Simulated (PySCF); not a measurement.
HGa, triplet, at a GFN2-xTB geometry (such geometries of metal compounds can be far from the true shape) (the spin is typed, not shown lowest); HF/aug-cc-pVDZ in PySCF.

The PySCF input:
```python
from pyscf import gto, scf

mol = gto.M(
    atom='''
Ga   -0.00000000   -0.00000000   -0.05376744
H     0.00000000    0.00000000    1.66679062
''',
    basis='aug-cc-pvdz',
    spin=2,
    verbose=4,
)

mf = scf.UHF(mol)
mf.kernel()
```

Output, abridged:

```
PySCF version 2.14.0

[INPUT] verbose = 4
[INPUT] num. atoms = 2
[INPUT] num. electrons = 32
[INPUT] charge = 0
[INPUT] spin (= nelec alpha-beta = 2S) = 2
[INPUT] symmetry False subgroup None
[INPUT] Mole.unit = angstrom
[INPUT] Symbol           X                Y                Z      unit          X                Y                Z       unit  Magmom
[INPUT]  1 Ga     0.000000000000   0.000000000000  -0.053767440000 AA    0.000000000000   0.000000000000  -0.101605736019 Bohr   0.0
[INPUT]  2 H      0.000000000000   0.000000000000   1.666790620000 AA    0.000000000000   0.000000000000   3.149777778794 Bohr   0.0

nuclear repulsion = 9.53440277308631
number of shells = 14
number of NR pGTOs = 97
number of NR cGTOs = 45
basis = aug-cc-pvdz
ecp = {}

******** <class 'pyscf.scf.uhf.UHF'> ********
method = UHF
initial guess = minao
damping factor = 0
level_shift factor = 0
DIIS = <class 'pyscf.scf.diis.CDIIS'>
diis_start_cycle = 1
diis_space = 8
diis_damp = 0
SCF conv_tol = 1e-09
SCF conv_tol_grad = None
SCF max_cycles = 50
direct_scf = True
direct_scf_tol = 1e-13
number electrons alpha = 17  beta = 15
Set gradient conv threshold to 3.16228e-05
init E= -1923.03315272257

cycle= 1 E= -1923.6616151988  delta_E= -0.628  |g|= 0.122  |ddm|= 0.801
cycle= 2 E= -1923.70101709309  delta_E= -0.0394  |g|= 0.0556  |ddm|= 0.372
cycle= 3 E= -1923.70921557572  delta_E= -0.0082  |g|= 0.0263  |ddm|= 0.168
cycle= 4 E= -1923.71186160923  delta_E= -0.00265  |g|= 0.0102  |ddm|= 0.114
cycle= 5 E= -1923.71231448897  delta_E= -0.000453  |g|= 0.00625  |ddm|= 0.0337
cycle= 6 E= -1923.71255635812  delta_E= -0.000242  |g|= 0.0031  |ddm|= 0.0321
cycle= 7 E= -1923.71261985457  delta_E= -6.35e-05  |g|= 0.000993  |ddm|= 0.0227
cycle= 8 E= -1923.7126251897  delta_E= -5.34e-06  |g|= 0.000261  |ddm|= 0.00622
cycle= 9 E= -1923.71262551756  delta_E= -3.28e-07  |g|= 4.16e-05  |ddm|= 0.00162
cycle= 10 E= -1923.71262552222  delta_E= -4.66e-09  |g|= 9.58e-06  |ddm|= 0.000197
cycle= 11 E= -1923.71262552245  delta_E= -2.22e-10  |g|= 2.62e-06  |ddm|= 4.98e-05
Extra cycle  E= -1923.71262552246  delta_E= -9.55e-12  |g|= 1.39e-06  |ddm|= 5.1e-06
converged SCF energy = -1923.71262552246  <S^2> = 2.0259339  2S+1 = 3.0172397
```
